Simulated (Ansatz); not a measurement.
System: sum formula H₃SiO₄, net charge -1, singlet state. It need not be the lowest isomer of its formula. Whether it binds its extra electron was not tested at this geometry. 
Geometry from a B3LYP-D3(BJ)/def2-TZVP (Ansatz, a first-principles code) optimisation:
```xyz
8

Si     0.0497    -0.0103    -0.0947
O      0.7698    -0.1601    -1.4673
O     -1.6012     0.3448    -0.1751
O      0.0933    -1.3754     0.9016
O      0.6488     1.2093     0.9110
H     -1.9200     0.0344    -1.0267
H      0.8578    -1.8960     0.6413
H      1.0813     1.8576     0.3490
```
Charge -1, spin multiplicity 1.

Total electronic energies in hartree. Correlated levels leave the core frozen unless marked. Spin-orbit coupling is left out. Non-relativistic unless marked X2C. CBS marks a two-point X^-3 extrapolation of the correlation energy; Hartree-Fock from the larger set. The bracket is a focal-point correction in the basis named.

```json
[
 {"level": "HF/aug-cc-pV(Q+d)Z", "program": "Ansatz", "energy (Eh)": "-590.53423"},
 {"level": "PBE-D4/def2-TZVPD", "program": "Ansatz + dftd4", "energy (Eh)": "-592.14082"},
 {"level": "r2SCAN/def2-TZVPD", "program": "Ansatz", "energy (Eh)": "-592.42999"},
 {"level": "PBE0-D3(BJ)/def2-TZVPD", "program": "Ansatz + dftd3", "energy (Eh)": "-592.15755"},
 {"level": "PBE0-D4/def2-TZVP", "program": "Ansatz + dftd4", "energy (Eh)": "-592.14915"},
 {"level": "BHLYP/def2-TZVPD", "program": "Ansatz", "energy (Eh)": "-592.44974"},
 {"level": "r2SCANh/def2-TZVPD", "program": "Ansatz", "energy (Eh)": "-592.40811"},
 {"level": "LC-wPBE/def2-TZVPD", "program": "Ansatz", "energy (Eh)": "-592.33368"},
 {"level": "MP2/cc-pV(D+d)Z", "program": "Ansatz", "energy (Eh)": "-591.19429"},
 {"level": "MP2/cc-pV(T+d)Z", "program": "Ansatz", "energy (Eh)": "-591.58978"},
 {"level": "MP2/cc-pVTZ", "program": "Ansatz", "energy (Eh)": "-591.57933"},
 {"level": "MP2/cc-pwCVTZ", "program": "Ansatz", "energy (Eh)": "-591.61603"},
 {"level": "MP2/cc-pV(Q+d)Z", "program": "Ansatz", "energy (Eh)": "-591.71790"},
 {"level": "RI-MP2/CBS(aug-cc-pV(T+d)Z,aug-cc-pV(Q+d)Z)", "program": "Ansatz", "energy (Eh)": "-591.7914"},
 {"level": "SCS-MP2/STO-3G", "program": "Ansatz", "energy (Eh)": "-582.74564"},
 {"level": "SCS-MP2/aug-cc-pV(D+d)Z", "program": "Ansatz", "energy (Eh)": "-591.29872"},
 {"level": "CCSD/6-31G", "program": "Ansatz", "energy (Eh)": "-590.65829"},
 {"level": "CCSD/aug-cc-pV(Q+d)Z", "program": "Ansatz", "energy (Eh)": "-591.72608"},
 {"level": "CCSD(T)/cc-pVTZ", "program": "Ansatz", "energy (Eh)": "-591.62301"},
 {"level": "X2C-CCSD(T)/cc-pVTZ-DK", "program": "Ansatz", "energy (Eh)": "-592.43133"},
 {"level": "CCSD(T) with core electrons (1s frozen past Ne)/cc-pwCVTZ", "program": "Ansatz", "energy (Eh)": "-592.12956"},
 {"level": "RI-MP2/CBS(aug-cc-pV(T+d)Z,aug-cc-pV(Q+d)Z)+[CCSD(T)-MP2]/aug-cc-pV(T+d)Z", "program": "Ansatz", "energy (Eh)": "-591.8355"},
 {"level": "CCSD(T)/CBS(aug-cc-pV(T+d)Z,aug-cc-pV(Q+d)Z)", "program": "Ansatz", "energy (Eh)": "-591.8258"}
]
```

Totals of different functionals don't rank their quality; only differences between species are comparable.
